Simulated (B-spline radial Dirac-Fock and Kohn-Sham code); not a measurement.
# Characteristic X-ray lines: Hf²⁺

System: the Hf²⁺ ion in the configuration 1s2 2s2 2p6 3s2 3p6 3d10 4s2 4p6 4d10 4f14 5s2 5p6 5d2, inside a Watson sphere of charge -2 and radius 2 Å (a model of the Madelung potential; inside it an electron's potential energy is raised by 14.4 eV).

Input file task.json (cfg lists n, l and occupation; rrms is the nuclear radius in fm):

```json
{"items": [{
  "Z": 72,
  "q": 2,
  "cfg": [[1, 0, 2], [2, 0, 2], [2, 1, 6], [3, 0, 2], [3, 1, 6], [3, 2, 10], [4, 0, 2], [4, 1, 6], [4, 2, 10], [4, 3, 14], [5, 0, 2], [5, 1, 6], [5, 2, 2]],
  "A": 180,
  "rrms": 5.347,
  "watson": [-2, 2.0],
  "do": ["binding"]
}]}
```

Command: `python xray_run.py task.json out`

Calculated with a radial finite-basis atomic code, using multi-electron Dirac-Fock with separately optimised hole states, Breit and Lamb-shift corrections added in first order. A line energy is the difference of two single-hole energies; the list is a selection of electric-dipole transitions between resolved j subshells. Correlation energy is missing from these numbers.

```csv
line,energy (eV),wavelength (Å)
K-O3,65308.8,0.18984
K-O2,65301.0,0.18987
K-N3,64954.0,0.19088
K-N2,64895.6,0.19105
K-M3,63227.7,0.19609
K-M2,62971.8,0.19689
K-L3,55779.9,0.22227
K-L2,54601.5,0.22707
L1-O3,11246.7,1.1024
L1-O2,11238.8,1.1032
L1-N3,10891.8,1.1383
L1-N2,10833.5,1.1445
L2-O1,10669.3,1.1621
L2-N4,10512.9,1.1794
L2-N1,10196.5,1.2159
L3-O1,9490.9,1.3063
L3-N5,9345.2,1.3267
L3-N4,9334.5,1.3282
L1-M3,9165.6,1.3527
L2-M4,9022.3,1.3742
L3-N1,9018.1,1.3748
L1-M2,8909.7,1.3916
L2-M1,8133.2,1.5244
L3-M5,7898.5,1.5697
L3-M4,7843.9,1.5807
L3-M1,6954.8,1.7827
M1-O3,2574.0,4.8168
M1-O2,2566.2,4.8314
M2-O1,2299.0,5.3929
M1-N3,2219.2,5.5869
```
